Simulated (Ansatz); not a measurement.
Reaction (formal exchange of groups at a Ga–C bond): `C=C[CH2][GaH][Cl]` + `C=C` → `C=[CH][GaH][Cl]` + `C=CC`

Computed with Ansatz on PBE0-D4/def2-TZVP structures; ΔE is electronic, products minus reactants. CBS: MP2 limit from def2 TZ/QZ plus the TZ coupled-cluster correction, frozen cores. This one scheme is used for every species. For Ga outer-core shells are correlated without core-valence functions, which leaves a few kJ/mol of doubt a bond. Scalar relativity is left out up to krypton. Each species was taken in one conformer, which may not be the lowest.

`C=C[CH2][GaH][Cl]`:

Z-matrix (Å, degrees):
```
C
C 1 1.489
Ga 1 1.971 2 99.7
H 1 1.089 2 112.6 3 119.9
H 1 1.090 2 112.7 3 -114.7
C 2 1.333 1 125.6 3 84.5
H 2 1.089 1 116.1 3 -91.6
Cl 3 2.159 1 114.2 2 -101.3
H 3 1.558 1 129.8 2 70.8
H 6 1.086 2 121.6 1 3.4
H 6 1.083 2 121.2 1 -177.4
```

`C=C`:

```xyz
6

C     0.189   -0.320    0.547
C    -0.189    0.320   -0.547
H     1.031   -1.004    0.545
H    -0.327   -0.186    1.492
H    -1.031    1.004   -0.545
H     0.327    0.186   -1.492
```

`C=[CH][GaH][Cl]`:

```xyz
8

C     0.798    1.166   -0.434
C     0.490    0.186    0.415
Ga   -0.968   -1.030    0.031
Cl   -1.357   -2.566    1.490
H     0.252    1.320   -1.362
H     1.610    1.865   -0.246
H     1.070    0.080    1.328
H    -1.895   -1.022   -1.221
```

`C=CC`:

Cartesian coordinates in Å:
```
C 1.202 0.014 0.688
C -0.078 0.275 0.463
C -0.840 -0.153 -0.743
H 1.798 -0.551 -0.022
H 1.701 0.354 1.588
H -0.633 0.846 1.205
H -1.694 -0.779 -0.466
H -1.247 0.711 -1.277
H -0.210 -0.717 -1.434
```

| level | ΔE (eV) |
| --- | --- |
| CCSD(T)/def2-SVP | -0.11 |
| MP2/def2-TZVPP | -0.06 |

(1) What does CCSD(T)/CBS give? (Estimate.)

Largest T1 diagnostic among the species: 0.012.

## Answers

(1) The calculation gave: -0.07 eV. The listed levels differ from it by -0.04, 0.01 eV.

Leaving LDA and LC-ωPBE aside and taking each functional with its dispersion term where it has one, the values, not all of them listed here, spread over 0.08 eV, from B2PLYP to revPBE-D4. LDA lies +0.04 eV from PBE without D4. At CCSD(T), def2-SVP lies −0.05 eV from the extrapolated value and def2-TZVPP −0.01 eV.
